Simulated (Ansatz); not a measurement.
The cluster AlSi₆, relaxed as a doublet with UKS B3LYP-D4/def2-SVP in Ansatz, starting from the GFN2-xTB geometry. Force threshold 0.02 eV/Å.

Another isomer (doublet) lies 1.58 eV lower at PBE0-D4/def2-TZVP; other spin states weren't run for this one.

Start:

```xyz
7

Al    1.662    0.193    0.352
Si   -2.360    0.688   -1.122
Si   -2.391   -1.238    0.119
Si   -0.254    1.458   -1.043
Si   -0.310   -1.534    0.905
Si    1.794   -1.792    1.671
Si    1.860    2.225   -0.882
```

Task: Estimate the energy that the relaxation releases and the steps that it takes.

Result: 17.7 kcal/mol, in 16 steps; 4.9 min on 4 threads of Intel Xeon on a shared host. No frequencies were taken in this run, so the end may be a saddle point.

Task: Does the start keep its bonding and symmetry?

Result: Bonds formed: Si3–Si4 (atoms count from 1).

Task: Predict the relaxed structure.

Result: 
```tsv
atom	x (Å)	y (Å)	z (Å)
Al1	1.137	0.143	0.410
Si2	-2.585	0.988	-0.647
Si3	-1.363	-0.952	-0.512
Si4	-0.374	1.404	-1.242
Si5	-0.417	-1.706	1.415
Si6	1.825	-1.786	1.723
Si7	1.777	1.910	-1.146
```
Bond lengths: 6 × Si–Si 2.21 to 2.66 Å; 4 × Al–Si 2.43 to 2.62 Å.
